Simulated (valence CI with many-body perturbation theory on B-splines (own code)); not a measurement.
## Run record, Rb14+

Computed by valence CI with perturbative core correlation (CI+MBPT): five valence electrons over a frozen Dirac-Fock core [Ar], a basis of 6 s, 6 p, 5 d, 5 f, 1 g functions for each j, with the one-electron correlation potential Σ1 (screened to all orders), the two-electron term Σ2, the three-electron term Σ3, Breit, model QED; selected single and double excitations, second order for the rest, scaled by the run's own slope (own B-spline code, finite nucleus).

Command, and the settings that its task file holds:

```sh
python run_cv.py task.json out
```

```
atom Rb  Z=37  mass_number=85  rms_radius_fm=4.2036
core [Ar]
valence 3d5
avg = 1
basis = S
breit = 1
cap = 10000
capref = 1200
cscale = 1
de = 0.0
dress = 0
eps = 2e-08
extrap = 1
h = 0.27
hh = 1
l2 = 3
lcore = 6
maxit = 60
n2 = 5
natural = 1
nlev = 20
nno = [3, 3, 3, 3, 1]
nroot = 26
nsp = [3, 3, 2, 2, 0]
pt2 = 1
qed = 1
rpa = 1
s1 = 2
s2 = 1
s3 = 1
screen = 1
tol = 2e-05
whole = 1
```

It took 36 s on 1 thread of Arm Neoverse V2, on a shared host.

Log. The first blocks belong to the next ion, which gives the ionisation energy. Fields: 2J, parity (1 odd), roots, reference size, generating configurations, candidates as configurations/state functions, variational space P, stored matrix elements, Davidson steps; e2 is the range of second-order energies in hartree. The first line gives the box (bohr), its intervals, the orbitals and the steps of their self-consistent field. Window is the range of levels sought, series limit the energy at which the first omitted orbital would enter, core excitation an estimate of the first excitation out of the core, left out the lowest levels not solved, and shifts from estimates the range by which levels moved from their first estimate, all in cm⁻¹.

```
rmax 7.6 intervals 61 orbitals 40 references ['3d5', '3d4 4s', '3d4 4p'] scf 6 t 0.9
2J=0 par=0 roots 2 ref 17 generators 5 cand 477/978 P 490/995 nnz 0 it 0
2J=0 par=0 roots 2 ref 17 generators 12 cand 1256/3113 P 1746/4108 nnz 1.9e+06 it 6
   second order: generators 19 cand 4049/9315 e2 -0.00002 -0.00001
2J=2 par=0 roots 2 ref 36 generators 4 cand 174/920 P 189/956 nnz 0 it 0
2J=2 par=0 roots 2 ref 36 generators 11 cand 846/4014 P 1035/4970 nnz 4.6e+06 it 6
   second order: generators 21 cand 4985/31780 e2 -0.00014 -0.00009
2J=4 par=0 roots 2 ref 51 generators 6 cand 112/842 P 128/893 nnz 0 it 0
2J=4 par=0 roots 2 ref 51 generators 12 cand 616/4083 P 744/4976 nnz 5.7e+06 it 9
   second order: generators 19 cand 4718/44048 e2 -0.00046 -0.00022
reference levels 556, estimated 31, window 138791 1/cm; series limit 2910322, core excitation 860154
2J=5 par=0 roots 7 ref 81 generators 5 cand 65/984 P 245/3446 nnz 2.9e+06 it 8
2J=5 par=0 roots 7 ref 81 generators 5 cand 536/6471 P 781/9917 nnz 2.1e+07 it 9
   second order: generators 12 cand 6589/192527 e2 -0.00166 -0.00060
2J=11 par=0 roots 3 ref 35 generators 3 cand 69/951 P 297/3329 nnz 2.8e+06 it 6
2J=11 par=0 roots 3 ref 35 generators 3 cand 736/6634 P 1033/9963 nnz 2.2e+07 it 7
   second order: generators 13 cand 10981/387083 e2 -0.00022 -0.00017
2J=7 par=0 roots 6 ref 72 generators 3 cand 48/743 P 236/3309 nnz 2.7e+06 it 11
2J=7 par=0 roots 6 ref 72 generators 3 cand 507/6639 P 743/9948 nnz 2.2e+07 it 8
   second order: generators 16 cand 13764/506255 e2 -0.00160 -0.00116
2J=9 par=0 roots 4 ref 56 generators 3 cand 61/877 P 254/3224 nnz 2.6e+06 it 5
2J=9 par=0 roots 4 ref 56 generators 3 cand 580/6730 P 834/9954 nnz 2.2e+07 it 7
   second order: generators 14 cand 12065/444711 e2 -0.00094 -0.00070
2J=3 par=0 roots 5 ref 67 generators 3 cand 64/879 P 291/3343 nnz 2.6e+06 it 5
2J=3 par=0 roots 5 ref 67 generators 3 cand 703/6590 P 994/9933 nnz 2e+07 it 10
   second order: generators 10 cand 8933/209413 e2 -0.00055 -0.00039
2J=1 par=0 roots 3 ref 39 generators 3 cand 164/1009 P 555/3535 nnz 2.7e+06 it 5
2J=1 par=0 roots 3 ref 39 generators 3 cand 940/4800 P 1495/8335 nnz 1.3e+07 it 7
   second order: generators 9 cand 5508/67638 e2 -0.00010 -0.00007
2J=13 par=0 roots 1 ref 18 generators 1 cand 84/863 P 378/3435 nnz 2.9e+06 it 4
2J=13 par=0 roots 1 ref 18 generators 1 cand 746/4866 P 1124/8301 nnz 1.6e+07 it 5
   second order: generators 3 cand 3481/79565 e2 -0.00006 -0.00006
left out: unestimated 208031, estimated 155084, shifts from estimates -172 to 193
operators 1.1
```

The Davidson iterations converged. The settings are bad on purpose, so the numbers may not be properties of the ion.

No measured spectrum was set against this ion. As an estimate, terms of the open shell hold to 2 to 4 % of their energy, and close levels can change places. Among the levels kept, up to 360 cm⁻¹ of a level comes from second order outside the variational space, and about a tenth of that is noise between levels of different J, which matters for small intervals. Only levels of the ground parity were solved; by the run's estimate the other parity begins above the list, which can be wrong where configurations are misplaced.

* Valence energy: -111.2832 hartree
* Ionisation energy: 504.11 eV (NIST: 502 ± 3 eV (theoretical))
* Reference configurations for the orbitals: 3d5, 3d4 4s, 3d4 4p
* Radial orbitals: 40
* Box radius: 7.641 bohr
* Largest variational space: 9963
* Lowest levels: 3d5 6S_5/2 0.0, 3d5 4G_5/2 76778, 3d5 4G_11/2 78880, 3d5 4G_7/2 79145, 3d5 4G_9/2 80121, 3d5 4P_5/2 82829, 3d5 4P_3/2 85340, 3d5 4P_1/2 88722, 3d5 4D_7/2 95828, 3d5 4D_1/2 100660, 3d5 4D_5/2 101670, 3d5 4D_3/2 102850, 3d5 2I_11/2 113180, 3d5 2I_13/2 116370 cm⁻¹

Names give the largest LS component (configuration and term), which can be under half, so a name can repeat, a term be missing and a line seem to break the LS rules; names also repeat where a configuration has a term twice.
